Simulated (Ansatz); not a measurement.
Relaxation of AlBrFH₅OSi (10 atoms, charge 0, multiplicity 1), to a largest force component of 0.03 eV/Å in at most 50 steps.

Method: RKS B3LYP/def2-SVP (Ansatz 0.2.0).

```xyz
10
Properties=species:S:1:pos:R:3
Al 0.023 0.547 -0.426
F -0.065 -0.001 2.398
O 1.516 -0.126 -0.864
Si 2.411 -1.427 -1.380
H 1.510 -2.459 -1.977
H 3.393 -0.987 -2.410
H 3.139 -2.035 -0.231
H -1.360 -0.107 -0.763
Br 0.106 2.735 0.500
H -0.020 0.914 2.553
```

Task: Where does it end, and by what steps?

Result: The run converged. After 15 steps the energy has fallen by 0.474 eV; O3 moved furthest, 0.64 Å. Joined: Al1–F2 (2.88 → 2.01 Å).

```json
{"step": "0", "energy less start (eV)": "0.0000", "largest force component (eV/Å)": "0.892", "accepted": "yes"}
{"step": "1", "energy less start (eV)": "-0.1601", "largest force component (eV/Å)": "0.481", "accepted": "yes"}
{"step": "2", "energy less start (eV)": "-0.3177", "largest force component (eV/Å)": "0.468", "accepted": "yes"}
{"step": "3", "energy less start (eV)": "-0.3918", "largest force component (eV/Å)": "0.651", "accepted": "yes"}
{"step": "4", "energy less start (eV)": "-0.4217", "largest force component (eV/Å)": "0.179", "accepted": "yes"}
{"step": "5", "energy less start (eV)": "-0.4323", "largest force component (eV/Å)": "0.148", "accepted": "yes"}
{"step": "6", "energy less start (eV)": "-0.4398", "largest force component (eV/Å)": "0.097", "accepted": "yes"}
{"step": "7", "energy less start (eV)": "-0.4443", "largest force component (eV/Å)": "0.127", "accepted": "yes"}
{"step": "8", "energy less start (eV)": "-0.4482", "largest force component (eV/Å)": "0.137", "accepted": "yes"}
{"step": "9", "energy less start (eV)": "-0.4601", "largest force component (eV/Å)": "0.129", "accepted": "yes"}
{"step": "10", "energy less start (eV)": "-0.4672", "largest force component (eV/Å)": "0.083", "accepted": "yes"}
{"step": "11", "energy less start (eV)": "-0.4595", "largest force component (eV/Å)": "0.351", "accepted": "no"}
{"step": "12", "energy less start (eV)": "-0.4713", "largest force component (eV/Å)": "0.073", "accepted": "yes"}
{"step": "13", "energy less start (eV)": "-0.4724", "largest force component (eV/Å)": "0.089", "accepted": "yes"}
{"step": "14", "energy less start (eV)": "-0.4717", "largest force component (eV/Å)": "0.117", "accepted": "no"}
{"step": "15", "energy less start (eV)": "-0.4739", "largest force component (eV/Å)": "0.025", "accepted": "yes"}
```

```xyz
10
Properties=species:S:1:pos:R:3
Al -0.137 0.384 -0.090
F -0.095 0.100 1.897
O 1.127 -0.595 -0.660
Si 2.388 -1.445 -1.307
H 1.877 -2.580 -2.132
H 3.223 -0.563 -2.176
H 3.249 -1.995 -0.218
H -1.630 0.154 -0.496
Br 0.481 2.582 0.505
H 0.171 1.014 2.076
```

Whether the end is a true minimum wasn't checked by a vibrational analysis.

Run time: 60 s on 4 threads of Arm Neoverse N1, on a shared host, peak memory 0.31 GiB.
